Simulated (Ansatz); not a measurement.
Calculated with Ansatz (gas phase, PBE0-D4/def2-TZVP geometries, no zero-point term in ΔE). CCSD(T)/CBS is the MP2 limit (def2-TZVPP, def2-QZVPP) plus CCSD(T) − MP2 in def2-TZVPP, frozen cores. For Ga, Zn outer-core shells are correlated without core-valence functions, which leaves a few kJ/mol of doubt a bond. Scalar relativity is left out up to krypton.

Consider the redistribution: `[CH3][Al]([CH3])[GaH2]` + `B[S][ZnH]` → `[ZnH][S][GaH2]` + `[BH2][Al]([CH3])[CH3]`.

```tsv
species	CCSD/def2-SVP energy (Eh)
`[CH3][Al]([CH3])[GaH2]`	-2245.78330
`B[S][ZnH]`	-2201.94017
`[ZnH][S][GaH2]`	-4100.40481
`[BH2][Al]([CH3])[CH3]`	-347.30436
```

(1) Work out ΔE.

Largest T1 diagnostic among the species: 0.017.

## Answers

(1) ΔE = (-4100.40481) + (-347.30436) − (-2245.78330) − (-2201.94017) = 0.01430 Eh = +37.5 kJ/mol. CCSD(T)/CBS gives +32.6 kJ/mol.

From PBE to PBE0 (25 % exact exchange), in def2-TZVPP and without D4, ΔE moves by −5.4 kJ/mol. In def2-TZVPP, CCSD(T) changes the Hartree–Fock value by +17.6 kJ/mol (the triples alone add +2.7 kJ/mol) and MP2 by +17.2 kJ/mol. At CCSD(T), def2-SVP lies +7.7 kJ/mol from the extrapolated value and def2-TZVPP +3.3 kJ/mol.
